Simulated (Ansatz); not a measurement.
C3H6FNSi, SMILES `NC1(F)C=C[SiH2]1`. Total charge 0; spin multiplicity 1.

```xyz
12

N    -0.789    1.441    0.659
C    -0.177    0.178    0.624
F    -0.092   -0.399    1.916
C     1.193    0.171   -0.017
C     1.141   -0.629   -1.091
Si   -0.634   -1.064   -0.774
H    -0.288    2.099    1.247
H    -1.755    1.399    0.952
H     2.042    0.738    0.367
H     1.948   -0.828   -1.783
H    -0.926   -2.453   -0.332
H    -1.663   -0.651   -1.768
```

(1) What are the harmonic wavenumbers in cm⁻¹ at PBE0-D4/def2-TZVP (Ansatz, finite differences of forces, unscaled)? (An estimate is asked.)

(2) Is this a minimum?

(3) Give the ideal-gas thermochemistry at 298.15 K and 1 bar (rigid rotor, harmonic oscillator; point group C1, symmetry number 1).

## Answers

(1) The calculation gave: 158, 211, 321, 358, 391, 420, 556, 592, 628, 642, 745, 771, 803, 815, 944, 959, 987, 1007, 1073, 1260, 1296, 1344, 1607, 1662, 2210, 2226, 3125, 3228, 3523, 3623.

(2) Yes, all 30 modes are real.

(3) Zero-point energy 224.2 kJ/mol; H(298) − E = 243.9 kJ/mol; entropy 330.3 J/(mol·K), of which translation 166.7, rotation 112.7, vibration 51.0; G(298) − E = 145.4 kJ/mol.
